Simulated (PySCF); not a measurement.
def2 core potentials replace the inner electrons of Sn.

Delta-SCF ions had no search for a lower state. Excitations are Tamm–Dancoff values on a coarser integration grid. The basis has no diffuse functions, so Rydberg states are missing or too high.

Cartesian coordinates (Å):
```xyz
23

C      3.2300     0.2601    -0.1480
O      2.1198    -0.1467    -0.9064
Sn     0.3377    -0.2973    -0.0821
C     -0.8962    -1.1744    -1.6056
C     -2.3505    -0.8682    -1.4174
F     -2.7574    -1.1776    -0.1757
F     -2.6104     0.4318    -1.6063
F     -3.1218    -1.5517    -2.2658
O      0.5210    -1.4133     1.5277
C     -0.3367    -1.2463     2.6294
O     -0.2398     1.4537     0.6274
C     -0.3587     2.5818    -0.1976
H      3.4082    -0.3902     0.7277
H      3.1368     1.3002     0.2177
H      4.1243     0.2117    -0.7909
H     -0.5590    -0.8200    -2.5885
H     -0.7434    -2.2610    -1.5493
H     -1.3677    -1.5855     2.4153
H     -0.3911    -0.1982     2.9740
H      0.0511    -1.8585     3.4602
H     -0.6526     3.4393     0.4301
H      0.5908     2.8491    -0.6997
H     -1.1344     2.4613    -0.9764
```
Charge 0, spin multiplicity 1.

Q: Give the electron reorganisation energy (four-point), S1–T1 gap (TDA), HOMO–LUMO gap, adiabatic electron affinity (no zero-point term) and vertical ionisation energy (Delta-SCF) at the level PySCF with CAM-B3LYP-D3(BJ)/def2-SVP // PBE0-D3(BJ)/def2-SVP.

A: 
```json
{
  "electron reorganisation energy (four-point)": "3.491 eV",
  "S1–T1 gap (TDA)": "0.52 eV",
  "HOMO–LUMO gap": "9.28 eV",
  "adiabatic electron affinity (no zero-point term)": "0.87 eV",
  "vertical ionisation energy (Delta-SCF)": "9.80 eV"
}
```
